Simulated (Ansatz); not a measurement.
Geometry optimisation, UKS PBE0/def2-SVP in Ansatz 0.2.0.

input.yaml

```yaml
crystal:
  periodic: [false, false, false]
  atoms:
    - { symbol: C, position_ang: [0.90108, -2.44385, 1.33483] }
    - { symbol: Si, position_ang: [0.41428, -0.99022, 0.58453] }
    - { symbol: C, position_ang: [-0.17291, 0.6184, -0.28847] }
    - { symbol: F, position_ang: [-1.21619, 0.36102, -1.16601] }
    - { symbol: H, position_ang: [0.6237, 1.08555, -0.88853] }
    - { symbol: H, position_ang: [-0.54996, 1.3691, 0.42366] }
magnetization:
  spin_polarized: true
  initial_magnetization: 1
basis:
  gaussian: { orbitals: def2-SVP }
hamiltonian:
  xc: pbe0
relax:
  f_tol: 0.02
  max_steps: 40
```

Command:

```bash
$ ansatz run input.yaml --threads 2 --pin off --max-ram 3072MiB --backend cpu --events-out ev --progress --plain --runs-dir out
```

Problem. Where does it end, and by what steps?

Solution. It converged. After 15 steps the energy has fallen by 0.339 eV; C1 moved furthest, 0.66 Å.

```
step  energy less start (eV)  largest force component (eV/Å)  accepted
   0                  0.0000                           0.948       yes
   1                 -0.0525                           0.512       yes
   2                 -0.0643                           0.122       yes
   3                 -0.0659                           0.088       yes
   4                 -0.0712                           0.207       yes
   5                 -0.0841                           0.178       yes
   6                 -0.1439                           0.715       yes
   7                 -0.1806                           1.009       yes
   8                 -0.2652                           0.713       yes
   9                 -0.2996                           0.326       yes
  10                 -0.3077                           0.070       yes
  11                 -0.3084                           0.035       yes
  12                 -0.3276                           0.653       yes
  13                 -0.3340                           0.393       yes
  14                 -0.3384                           0.043       yes
  15                 -0.3385                           0.011       yes
```

```xyz
6
Properties=species:S:1:pos:R:3
C 0.913 -1.814 1.546
Si 0.217 -1.329 0.085
C -0.181 0.519 -0.318
F -1.267 0.607 -1.141
H 0.695 0.978 -0.806
H -0.378 1.040 0.634
```

Whether the end is a true minimum wasn't checked by a vibrational analysis.

Run time: 100 s on 2 threads of Arm Neoverse N1, on a shared host, peak memory 0.17 GiB.
